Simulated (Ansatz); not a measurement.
A structure relaxed at PBE-D4/def2-SVPD in Ansatz, charge -1, doublet:

```xyz
8

Cs   -1.612    2.265   -1.108
Cs    1.982   -3.268    0.656
Cs   -0.846   -1.920   -3.264
Cs    0.921    0.906    2.698
Cl    0.141   -0.588   -0.302
Cl   -2.482    0.807   -3.966
Cl    2.690   -1.797    3.477
Cl   -0.794    3.596    1.809
```

Q: Give its formula and point group.

A: Cs4Cl4⁻. Point group C2v (tolerance 0.1 Å).

Q: Summarise the bond lengths by kind (pairs closer than 1.2 times the sum of covalent radii, bridged metal pairs left out).

A: 10 × Cl–Cs 3.26 to 3.44 Å.

In the def2 sets Cs takes a core potential; there is no spin–orbit coupling. The highest occupied level of the charge -1 doublet lies above zero (up to 0.19 eV). The electron is either unbound and held by the finite basis, or the level is raised by self-interaction error. The structure comes from a short search, and lower isomers may exist.
